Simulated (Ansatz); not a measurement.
Born–Oppenheimer molecular dynamics of AlCl2F (4 atoms, charge 0, multiplicity 1). It starts from a relaxed structure.

The calculation used RKS r2SCAN/6-31G* (Ansatz).

* ensemble: NVT, Nosé–Hoover chain
* time step: 2 fs
* steps asked: 300
* set temperature: 300 K
* thermostat: time constant 50 fs, chain length 1
* seed: 901920

Frames 2 fs apart, positions in Å, forces in eV/Å.

Velocities at 400 fs (Å/ps):

```
Al 1.15 0.27 4.30
F -4.88 -0.03 -2.04
Cl -0.27 -0.07 -2.66
Cl 2.01 -0.12 0.48
```

```xyz
4
Properties=species:S:1:pos:R:3:forces:R:3 time_fs=400 energy_less_start_eV=0.030 T=295
Al 0.009 0.038 -0.096 -0.03 -0.20 0.16
F 0.008 -0.029 1.542 0.05 0.07 0.16
Cl 1.855 0.000 -1.046 -0.12 0.06 -0.13
Cl -1.866 -0.013 -0.986 0.09 0.06 -0.19
4
Properties=species:S:1:pos:R:3:forces:R:3 time_fs=402 energy_less_start_eV=0.032 T=304
Al 0.011 0.038 -0.087 -0.02 -0.19 -0.33
F -0.002 -0.029 1.538 0.08 0.06 0.59
Cl 1.854 0.000 -1.051 -0.17 0.06 -0.07
Cl -1.862 -0.013 -0.986 0.11 0.07 -0.18
4
Properties=species:S:1:pos:R:3:forces:R:3 time_fs=404 energy_less_start_eV=0.039 T=294
Al 0.013 0.038 -0.078 0.00 -0.17 -0.80
F -0.011 -0.029 1.535 0.10 0.04 0.99
Cl 1.853 0.000 -1.057 -0.22 0.07 -0.02
Cl -1.857 -0.013 -0.985 0.12 0.07 -0.18
4
Properties=species:S:1:pos:R:3:forces:R:3 time_fs=406 energy_less_start_eV=0.048 T=276
Al 0.016 0.038 -0.070 0.01 -0.16 -1.17
F -0.021 -0.029 1.534 0.12 0.03 1.31
Cl 1.852 0.000 -1.063 -0.26 0.07 0.03
Cl -1.853 -0.013 -0.984 0.13 0.07 -0.17
4
Properties=species:S:1:pos:R:3:forces:R:3 time_fs=408 energy_less_start_eV=0.054 T=269
Al 0.018 0.038 -0.064 0.03 -0.16 -1.37
F -0.032 -0.028 1.536 0.14 0.02 1.47
Cl 1.851 0.000 -1.069 -0.29 0.07 0.08
Cl -1.848 -0.013 -0.984 0.13 0.07 -0.17
4
Properties=species:S:1:pos:R:3:forces:R:3 time_fs=410 energy_less_start_eV=0.054 T=286
Al 0.021 0.037 -0.060 0.03 -0.15 -1.37
F -0.042 -0.028 1.540 0.16 0.02 1.43
Cl 1.849 0.000 -1.075 -0.30 0.06 0.12
Cl -1.843 -0.013 -0.984 0.11 0.07 -0.18
4
Properties=species:S:1:pos:R:3:forces:R:3 time_fs=412 energy_less_start_eV=0.048 T=326
Al 0.023 0.036 -0.057 0.02 -0.16 -1.15
F -0.052 -0.028 1.548 0.19 0.03 1.20
Cl 1.847 0.000 -1.081 -0.30 0.06 0.14
Cl -1.837 -0.013 -0.984 0.09 0.06 -0.20
4
Properties=species:S:1:pos:R:3:forces:R:3 time_fs=414 energy_less_start_eV=0.039 T=377
Al 0.026 0.035 -0.056 0.00 -0.17 -0.76
F -0.062 -0.027 1.559 0.23 0.04 0.82
Cl 1.844 0.001 -1.087 -0.28 0.06 0.15
Cl -1.831 -0.013 -0.984 0.05 0.06 -0.21
4
Properties=species:S:1:pos:R:3:forces:R:3 time_fs=416 energy_less_start_eV=0.034 T=419
Al 0.029 0.034 -0.057 -0.04 -0.17 -0.28
F -0.071 -0.026 1.571 0.28 0.06 0.35
Cl 1.841 0.001 -1.093 -0.24 0.06 0.16
Cl -1.825 -0.013 -0.985 0.01 0.06 -0.24
4
Properties=species:S:1:pos:R:3:forces:R:3 time_fs=418 energy_less_start_eV=0.035 T=437
Al 0.032 0.032 -0.057 -0.09 -0.18 0.23
F -0.081 -0.026 1.585 0.33 0.07 -0.14
Cl 1.838 0.002 -1.100 -0.20 0.05 0.16
Cl -1.819 -0.012 -0.985 -0.04 0.05 -0.26
4
Properties=species:S:1:pos:R:3:forces:R:3 time_fs=420 energy_less_start_eV=0.044 T=427
Al 0.035 0.030 -0.057 -0.14 -0.18 0.70
F -0.090 -0.025 1.599 0.38 0.08 -0.58
Cl 1.835 0.002 -1.106 -0.16 0.05 0.16
Cl -1.813 -0.012 -0.986 -0.08 0.05 -0.28
4
Properties=species:S:1:pos:R:3:forces:R:3 time_fs=422 energy_less_start_eV=0.057 T=399
Al 0.038 0.028 -0.057 -0.19 -0.18 1.07
F -0.098 -0.024 1.612 0.43 0.09 -0.94
Cl 1.831 0.003 -1.112 -0.12 0.05 0.17
Cl -1.807 -0.011 -0.988 -0.12 0.05 -0.29
```

Of the whole run (600 fs, mean temperature of the second half 315 K): The conserved energy stayed within 0.48 meV per atom of its start (net change 0.037 meV per atom), so the integration is sound. A run of 0.6 ps of so small a system gives no equilibrium averages.

Time of the run: 21 min on 1 thread of Arm Neoverse V1 (shared host), peak memory 0.12 GiB.
